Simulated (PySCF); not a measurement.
**Simulated absorption spectrum**

Species: C3H7N3SSi.
InChI=1S/C3H7N3SSi/c1-7-3-2-4-5-6(3)8/h2H,1,8H3

Computed with PySCF 2.14.0, density-fitted response routines, TDDFT PBE0/def2-SVPD, vertical, gas phase, core orbitals frozen in the response. The structure is a single GFN2-xTB conformer in the gas phase; no vibrational or solvent corrections. Torsions of this conformer, `[CH3:1][S:2][c:3]1[cH:4][n:5][n:6][n:7]1[SiH3:8]`: C1–S2–C3–C4 0°.

Broadening: Gaussians 0.4 eV wide at half height, area fixed by f = 4.319×10⁻⁹ ∫ε dν̃. The width is an assumption, not a result. The curve ends short of the highest state used, and states not computed would add to its high-energy end.

(λ (nm), ε (L mol⁻¹ cm⁻¹)): (212.6, 1943), (215.4, 3614), (218.1, 6011), (220.9, 8629), (223.7, 10403), (226.4, 10643), (229.2, 9353), (231.9, 7197), (234.7, 4802), (237.5, 2825), (240.2, 1517), (243.0, 715), (245.7, 315), (248.5, 124), (251.3, 45), (254.0, 17), (256.8, 7), (259.6, 3), (262.3, 2), (265.1, 1), (267.8, 1), (270.6, 1), (273.4, 0), (276.1, 0), (278.9, 0), (281.6, 0), (284.4, 0), (287.2, 0), (289.9, 0), (292.7, 0)

Question: Locate the maxima and give the states behind the curve.

Answer: 225 nm (5.50 eV), ε about 11000, made up of S2 (95%) (ε in L mol⁻¹ cm⁻¹; maxima over ε = 5, shares over 10%). The states used: S1 4.84 eV (f 0.0000); S2 5.50 eV (f 0.151); S3 5.54 eV (f 0.0056); S4 5.63 eV (f 0.0033); S5 6.05 eV (f 0.0059); S6 6.25 eV (f 0.042); S7 6.40 eV (f 0.0014); S8 6.43 eV (f 0.016).

Question: What would ε be at 5.50 eV, the highest of these maxima, with half the width (0.2 eV)?

Answer: About 21200 L mol⁻¹ cm⁻¹ against 10700, a factor of about 1.97; a lone state at its own centre would give exactly 2.

Question: On this curve, what absorbance would a 10⁻³ mol/L sample give at 222 nm over a 1 cm path?

Answer: 222 nm is 5.585 eV, where ε is about 9500 L mol⁻¹ cm⁻¹, so A = ε c l ≈ 9.5 (Beer–Lambert, with the gas-phase spectrum and the assumed width).

Question: Coming from long wavelengths, where does ε first pass 100 L mol⁻¹ cm⁻¹?

Answer: At about 249 nm (4.98 eV), 0.14 eV above S1.

The run took 41 s of wall time on an Arm Neoverse V1 with one thread, no GPU, shared host with 32 logical CPUs at a one-minute load of 8.7, and the process peaked at 1.0 GiB of memory.
